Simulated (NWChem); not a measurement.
System: CH3AlF2; SMILES [CH3][Al]([F])[F]

Input file for NWChem:

```
start job
memory heap 200 mb stack 900 mb global 1100 mb
geometry units angstroms noautosym nocenter noautoz
  Al    -0.005026     0.047336     0.000602
  C     -0.008517    -1.879607     0.001362
  H      0.485055    -2.267344    -0.904613
  H     -1.028101    -2.290776     0.039650
  H      0.555333    -2.270076     0.863832
  F     -1.399538     0.946126    -0.001060
  F      1.405438     0.921190    -0.000917
end
basis spherical
  Al library def2-svp
  C library def2-svp
  H library def2-svp
  F library def2-svp
end
dft
  xc b3lyp
  iterations 150
  mulliken
end
task dft energy
esp
  recalculate
  probe 0.07
  range 0.3
  factor 1.0
  spacing 0.02
end
task esp
```

Parts of the log:

```
             Northwest Computational Chemistry Package (NWChem) 7.3.0
             --------------------------------------------------------

                             Geometry "geometry" -> ""
                             -------------------------

 Output coordinates in angstroms (scale by  1.889725989 to convert to a.u.)

  No.       Tag          Charge          X              Y              Z
 ---- ---------------- ---------- -------------- -------------- --------------
    1 Al                  13.0000    -0.00502600     0.04733600     0.00060200
    2 C                    6.0000    -0.00851700    -1.87960700     0.00136200
    3 H                    1.0000     0.48505500    -2.26734400    -0.90461300
    4 H                    1.0000    -1.02810100    -2.29077600     0.03965000
    5 H                    1.0000     0.55533300    -2.27007600     0.86383200
    6 F                    9.0000    -1.39953800     0.94612600    -0.00106000
    7 F                    9.0000     1.40543800     0.92119000    -0.00091700

 Effective nuclear repulsion energy (a.u.)     155.0781516901

                                 NWChem DFT Module
                                 -----------------

 Summary of "ao basis" -> "ao basis" (spherical)
 ------------------------------------------------------------------------------
       Tag                 Description            Shells   Functions and Types
 ---------------- ------------------------------  ------  ---------------------
 Al                         def2-svp                 8       18   4s3p1d
 C                          def2-svp                 6       14   3s2p1d
 H                          def2-svp                 3        5   2s1p
 F                          def2-svp                 6       14   3s2p1d

            General Information
            -------------------
          SCF calculation type: DFT
          Wavefunction type:  closed shell.
          No. of atoms     :     7
          No. of electrons :    40
           Alpha electrons :    20
            Beta electrons :    20
          Charge           :     0
          Spin multiplicity:     1
          Use of symmetry is: off; symmetry adaption is: off
          Maximum number of iterations: 150
          AO basis - number of functions:    75
                     number of shells:    35
          Convergence on energy requested:  1.00D-06
          Convergence on density requested:  1.00D-05
          Convergence on gradient requested:  5.00D-04

              XC Information
              --------------
                         B3LYP Method XC Potential
                     Hartree-Fock (Exact) Exchange  0.200
                        Slater Exchange Functional  0.800 local
                    Becke 1988 Exchange Functional  0.720 non-local
              Lee-Yang-Parr Correlation Functional  0.810
                  VWN I RPA Correlation Functional  0.190 local

             Grid Information
             ----------------
          Grid used for XC integration:  medium
          Radial quadrature: Mura-Knowles
          Angular quadrature: Lebedev.
          Tag              B.-S. Rad. Rad. Pts. Rad. Cut. Ang. Pts.
          ---              ---------- --------- --------- ---------
          Al                  1.25       88           8.0       590
          C                   0.70       49           8.0       434
          H                   0.35       45          10.0       434
          F                   0.50       49          11.0       434
          Grid pruning is: on
          Number of quadrature shells:   370
          Spatial weights used:  Erf1

      Superposition of Atomic Density Guess
      -------------------------------------

 Sum of atomic energies:        -479.49908750

      Non-variational initial energy
      ------------------------------

 Total energy =    -480.287865
 1-e energy   =    -974.556715
 2-e energy   =     339.190698
 HOMO         =      -0.420301
 LUMO         =      -0.028363

     ---------------------------------------------
      Total Density - Mulliken Population Analysis
     ---------------------------------------------

    Atom       Charge   Shell Charges
 -----------   ------   -------------------------------------------------------
    1 Al  13    11.44   2.00  1.99  0.63  0.09  5.93  0.45  0.16  0.20
    2 C    6     6.64   1.99  0.95  0.30  2.09  1.29  0.01
    3 H    1     0.85   0.64  0.18  0.03
    4 H    1     0.86   0.65  0.18  0.03
    5 H    1     0.85   0.64  0.18  0.03
    6 F    9     9.67   1.99  1.15  0.79  3.56  2.18  0.00
    7 F    9     9.67   1.99  1.15  0.79  3.56  2.18  0.00

   convergence    iter        energy       DeltaE   RMS-Dens  Diis-err
 ---------------- ----- ----------------- --------- --------- ---------
 d= 0,ls=0.0,diis     1   -481.8472258533 -6.37D+02  1.95D-02  8.61D-01
 d= 0,ls=0.0,diis     2   -481.7406622028  1.07D-01  1.05D-02  2.43D+00
 d= 0,ls=0.0,diis     3   -481.9428319336 -2.02D-01  7.46D-04  5.14D-03
 d= 0,ls=0.0,diis     4   -481.9430806226 -2.49D-04  4.30D-04  1.61D-03
 d= 0,ls=0.0,diis     5   -481.9432764563 -1.96D-04  1.02D-04  1.42D-04
  Resetting Diis
 d= 0,ls=0.0,diis     6   -481.9432958931 -1.94D-05  1.07D-05  4.11D-07
 d= 0,ls=0.0,diis     7   -481.9432959256 -3.26D-08  7.05D-06  1.94D-07

         Total DFT energy =     -481.943295925603
      One electron energy =     -978.377193458995
           Coulomb energy =      387.633455260612
    Exchange-Corr. energy =      -46.277709417297
 Nuclear repulsion energy =      155.078151690078

 Numeric. integr. density =       39.999999379981

                       DFT Final Molecular Orbital Analysis
                       ------------------------------------

 Vector   18  Occ=2.000000D+00  E=-3.938783D-01
              MO Center=  4.9D-02,  9.0D-01, -1.1D-03, r^2= 2.4D+00
   Bfn.  Coefficient  Atom+Function         Bfn.  Coefficient  Atom+Function
  ----- ------------  ---------------      ----- ------------  ---------------
    67     -0.470735  7 F  pz                53      0.455031  6 F  pz
    70      0.334594  7 F  pz                56     -0.323486  6 F  pz
    17     -0.082439  1 Al d  1

 Vector   19  Occ=2.000000D+00  E=-3.837069D-01
              MO Center= -2.7D-02,  6.8D-01,  1.4D-03, r^2= 3.0D+00
   Bfn.  Coefficient  Atom+Function         Bfn.  Coefficient  Atom+Function
  ----- ------------  ---------------      ----- ------------  ---------------
    66     -0.345867  7 F  py                52      0.342608  6 F  py
    51      0.299153  6 F  px                65      0.290042  7 F  px
    69      0.251156  7 F  py                55     -0.249627  6 F  py
    54     -0.202284  6 F  px                68     -0.196425  7 F  px
    22      0.124524  2 C  px                38     -0.105763  4 H  s

 Vector   20  Occ=2.000000D+00  E=-3.309514D-01
              MO Center= -9.8D-03, -1.2D+00,  1.3D-03, r^2= 2.2D+00
   Bfn.  Coefficient  Atom+Function         Bfn.  Coefficient  Atom+Function
  ----- ------------  ---------------      ----- ------------  ---------------
    23      0.440271  2 C  py                26      0.270370  2 C  py
     3      0.218930  1 Al s                  9     -0.199751  1 Al py
    52     -0.180334  6 F  py                66     -0.177874  7 F  py
    21      0.175992  2 C  s                  2      0.153838  1 Al s
     6      0.125182  1 Al py                55      0.115783  6 F  py

 Vector   21  Occ=0.000000D+00  E=-2.452437D-02
              MO Center=  1.3D-02, -1.5D-01,  2.2D-02, r^2= 5.0D+00
   Bfn.  Coefficient  Atom+Function         Bfn.  Coefficient  Atom+Function
  ----- ------------  ---------------      ----- ------------  ---------------
     4      1.247094  1 Al s                 21     -0.892746  2 C  s
    34      0.239214  3 H  s                 50     -0.236203  6 F  s
    64     -0.231130  7 F  s                 44      0.223613  5 H  s
    20     -0.191498  2 C  s                 26     -0.192429  2 C  py
     2      0.178977  1 Al s                 23     -0.166290  2 C  py

[...]

                     NWChem Electrostatic Potential Fit Module
                     -----------------------------------------

 Atom parameters

 Number of atoms is                                    7
 Number of basis functions is                         75

 Grid parameters

 Maximum number of grid points is                  34296
 Number of grid points is                          34295
 Grid range                                     0.300000 nm
 Grid spacing                                   0.020000 nm
 Probe radius                                   0.070000 nm
 Atom radius factor                             1.000000

 Atomic radii

    1    0.100000
    6    0.147000
    9    0.128000
   13    0.195000
 FASTESP  F
  using M.O. file = ./job.movecs

    Atom              Coordinates                           Charge

                                                  ESP

    1 Al   -0.000503    0.004734    0.000060    1.193322
    2 C    -0.000852   -0.187961    0.000136   -0.699180
    3 H     0.048506   -0.226734   -0.090461    0.149043
    4 H    -0.102810   -0.229078    0.003965    0.142781
    5 H     0.055533   -0.227008    0.086383    0.148608
    6 F    -0.139954    0.094613   -0.000106   -0.466318
    7 F     0.140544    0.092119   -0.000092   -0.468256
                                            ------------
                                               -0.000000

 Dipole moment                                  0.952890

 Quadrupole moment Qxx                         -7.202470
                   Qyy                         -5.302999
                   Qzz                         12.505468

 RMS deviation kJ/mol                           0.049870

 RRMS %                                        17.724829
```

Level: B3LYP/def2-SVP. Geometry: optimised at PBE0/def2-SVP.
